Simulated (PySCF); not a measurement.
## Optical rotation: `C=C[C@@H]1[C@H](C)C[P@@H]1=S`, C6H11PS

Geometry:
| atom | x (Å) | y (Å) | z (Å) |
| --- | --- | --- | --- |
| C1 | 2.582 | -0.724 | 0.340 |
| C2 | 1.468 | -0.116 | -0.026 |
| C3 | 0.356 | 0.214 | 0.903 |
| C4 | -1.042 | -0.306 | 0.456 |
| C5 | -1.046 | -1.619 | -0.305 |
| C6 | -1.480 | 0.935 | -0.350 |
| P7 | -0.246 | 1.963 | 0.571 |
| S8 | 0.795 | 3.386 | -0.206 |
| H9 | 3.372 | -0.933 | -0.359 |
| H10 | 2.748 | -1.038 | 1.359 |
| H11 | 1.332 | 0.201 | -1.054 |
| H12 | 0.626 | -0.038 | 1.930 |
| H13 | -1.675 | -0.404 | 1.343 |
| H14 | -0.628 | -2.412 | 0.312 |
| H15 | -0.454 | -1.546 | -1.214 |
| H16 | -2.064 | -1.890 | -0.577 |
| H17 | -2.533 | 1.207 | -0.296 |
| H18 | -1.186 | 0.864 | -1.399 |
| H19 | -0.937 | 2.266 | 1.753 |

The calculation used PySCF 2.14.0, TDDFT B3LYP/def2-SVPD circular dichroism and optical rotation, one conformer, gas phase. Geometry: GFN2-xTB.

The molecule is flexible and this is one conformer; a measurement averages over conformers. States above about 6.4 eV (minus the energy of the highest occupied orbital) lie near or above the ionisation threshold and depend on the basis.

Stereocentres: C3 R, C4 R, P7 S.

**Question.** What is the specific rotation at 633, 589.3, 546, 436, 405, 365, 355 nm?

**Answer.** [α] in deg dm⁻¹ (g/mL)⁻¹:
| λ (nm) | origin-invariant length gauge | modified velocity gauge | length gauge (centre of mass) | isotropic polarisability (au) |
| --- | --- | --- | --- | --- |
| 633 | +268.6 | +274.6 | +268.0 | 122.6 |
| 589.3 | +321.1 | +328.3 | +320.4 | 123.2 |
| 546 | +391.2 | +399.9 | +390.4 | 124.1 |
| 436 | +742.8 | +759.2 | +741.8 | 127.6 |
| 405 | +942.7 | +963.5 | +941.6 | 129.3 |
| 365 | +1368.7 | +1398.7 | +1367.6 | 132.3 |
| 355 | +1526.5 | +1560.0 | +1525.6 | 133.3 |

**Question.** And for the mirror image at 589.3 nm?

**Answer.** -321.1 deg dm⁻¹ (g/mL)⁻¹ (origin-invariant length gauge): the same size and the opposite sign.

**Question.** What is the molar rotation [Φ] = [α]·M/100 of the geometry above at 589.3 nm?

**Answer.** With M = 146.19 g/mol, +469.5 deg cm² dmol⁻¹ (origin-invariant length gauge).

The first excitation lies at 5.03 eV (247 nm) with R = +6.0 × 10⁻⁴⁰ esu² cm² (velocity form).
